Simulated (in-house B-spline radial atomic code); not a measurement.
**RPA and G0W0 on LDA exchange-only: the iodine ion I⁷⁺**

Configuration [Kr] 4d10, mean-field start LDA exchange-only. Computed with an all-electron radial atomic-structure program (B-spline basis): all electrons, non-relativistic, point nucleus, each spin shell either full or empty, empty states to l = 9 with an (l + 1/2)⁻⁴ tail; G0W0 by contour deformation at full frequency.

Without relativity these are model numbers: it shifts the levels of so heavy an element strongly and can reorder them.

Command:
```bash
python run_gw.py task.json out
```
Settings (radii: box in bohr, nucleus in fm):
```
Z                        53
electrons                46
configuration            [Kr] 4d10
hamiltonian              nr
method                   lda,
lmax                     9
spin_polarised           False
box_radius               8.41
intervals                51
```

Run time, properties included: 2.7 s on 1 thread of Arm Neoverse N1 (shared host).

Energies (hartree):

```tsv
term	value
mean-field total	-6898.66226
Hartree-Fock functional on these orbitals	-6906.97804
direct second order	-4.0591
second-order exchange	1.1143
SOSEX correction	1.0496
```

**Question.** What is the RPA correlation energy, and what remains with SOSEX?

**Answer.** RPA gives -3.6318 hartree (-2.15 eV per electron); RPA + SOSEX gives -2.5822, and the second-order doubles -2.9447 hartree (no singles). SOSEX takes back 29 % of the RPA value.

Quasi-particle levels (eV):

| level | occupied | mean field | Σx - vxc | Σc | QP weight | G0W0 |
| --- | --- | --- | --- | --- | --- | --- |
| 4d | yes | -139.12 | -14.60 | ? | ? | ? |
| 5s | no | -90.26 | 7.44 | -2.21 | 0.984 | -85.02 |

G0W0 = mean field + (Σx - vxc) + Σc, with Σc (partial-wave tail included) taken at the quasi-particle energy. Only the outer levels were computed. Levels of low weight are left out.

**Question.** Where does G0W0 put 4d?

**Answer.** At -153.42 eV, with Σc = 0.30 eV and a quasi-particle weight of 0.963. The tabulated removal energy is 150.81 ± 0.1 eV (NIST, measured); the calculation leaves out relativity, Breit and QED terms, and what these don't explain is the method's own error.
